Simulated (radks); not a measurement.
The mean radii <r> (bohr) of the occupied orbitals of an atom or ion are listed with their occupations. Method: scalar-relativistic Kohn-Sham, r2SCAN, spin-polarised, spherical densities, finite nucleus; meta-GGA in the generalised Kohn-Sham scheme; Fermi nuclear charge, rms radius of each element as measured or else 0.836 A^(1/3) + 0.57 fm; computed with a radial shooting solver on a logarithmic mesh with Libxc functionals.

| orbital | occ. | <r> |
|---|---|---|
| 1s down | 1 | 0.01606 |
| 1s up | 1 | 0.01606 |
| 2s up | 1 | 0.06759 |
| 2s down | 1 | 0.06759 |
| 2p up | 3 | 0.06142 |
| 2p down | 3 | 0.06142 |
| 3s up | 1 | 0.1742 |
| 3s down | 1 | 0.1741 |
| 3p up | 3 | 0.1761 |
| 3p down | 3 | 0.1760 |
| 3d up | 5 | 0.1597 |
| 3d down | 5 | 0.1595 |
| 4s up | 1 | 0.3780 |
| 4s down | 1 | 0.3784 |
| 4p up | 3 | 0.3999 |
| 4p down | 3 | 0.4003 |
| 4d up | 5 | 0.4132 |
| 4d down | 5 | 0.4139 |
| 4f up | 7 | 0.4094 |
| 4f down | 4 | 0.4107 |

Name the element and its charge. Open shells, if any, are filled with parallel spins first.

Answer. Z = 82, lead, charge +25: Pb25+ in [Kr] 4d10 4f11. The 1s radius gives Z: for a bare nucleus <r> = (2 gamma + 1)/(2Z) with gamma = sqrt(1 - (Z/c)^2), 0.01587 bohr for Z = 82, and screening makes it slightly larger (0.01606 here). The occupations add up to 57, and the charge is Z minus that.
